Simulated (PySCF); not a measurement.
**One molecule, many functionals**

Compound: B3Cl2H4N.
Structure used (PBE0-D3(BJ)/def2-SVP), in Å, numbered top down from 1:
```
atom  x, y, z in Å
B1    -0.1570    1.7637    0.3985
N2     0.5124    0.5864   -0.0226
B3     1.9192    0.4549   -0.1921
B4     2.9818    1.7420    0.1045
Cl5    3.4395    2.8515   -1.1755
Cl6    3.7260    1.9455    1.6813
H7    -1.3593    1.7676    0.5136
H8     0.5029    2.7481    0.6341
H9    -0.0595   -0.2306   -0.2171
H10    2.3498   -0.6185   -0.5585
```

Linear-response calculations in the def2-SVPD basis (PySCF; singlets by full response, triplets Tamm–Dancoff, core orbitals frozen in the response; HF means time-dependent Hartree–Fock). 'Strongest' is the level of largest summed f among the singlets computed (10 roots, of which the last may lack a degenerate partner); it can jump between rows when another state enters that window. S1 is the lowest singlet of each run and needn't be the same state throughout; f(S1) is that of one state. The structure is a single PBE0-D3(BJ)/def2-SVP conformer in the gas phase; no vibrational or solvent corrections.

```
functional                               kind  S1 (eV)  f(S1)  strongest (eV)  T1 (eV)  HOMO (eV)  gap (eV)  ionisation energy, ΔSCF (eV)
       LDA                                LDA     4.21  0.002            4.89     3.90      -7.08      4.05                         10.03
       PBE                                GGA     4.39  0.002            5.05     4.00      -7.00      4.26                          9.87
     B3LYP  global hybrid, 20% exact exchange     5.08  0.003            6.66     4.48      -8.12      6.19                         10.30
      PBE0  global hybrid, 25% exact exchange     5.12  0.006            6.80     4.40      -8.34      6.59                         10.32
 BHandHLYP  global hybrid, 50% exact exchange     5.55  0.007            7.36     4.84      -9.60      8.96                         10.61
 CAM-B3LYP             range-separated hybrid     5.28  0.006            7.65     4.63      -9.73      9.11                         10.57
   wB97X-D             range-separated hybrid     5.30  0.006            7.04     4.67     -10.22     10.40                         10.50
   LC-wPBE             range-separated hybrid     5.39  0.006            7.36     4.61     -11.09     11.62                         10.78
        HF                       Hartree–Fock     6.23  0.009            8.42     5.22     -11.54     13.37                   not settled
```

S1 runs from 4.21 eV (LDA) to 6.23 eV (HF), a spread of 2.02 eV, while the orbital gap spreads over 9.3 eV. Along PBE (0%), B3LYP (20%), PBE0 (25%), BHandHLYP (50%), HF (100%) S1 rises with the share of exact exchange. −ε(HOMO) comes closest to its own ΔSCF ionisation energy with wB97X-D (-0.28 eV) and misses most with LDA (-2.95 eV). 'Not settled' means that the ion's SCF failed to converge or may have ended in another state than the lowest.
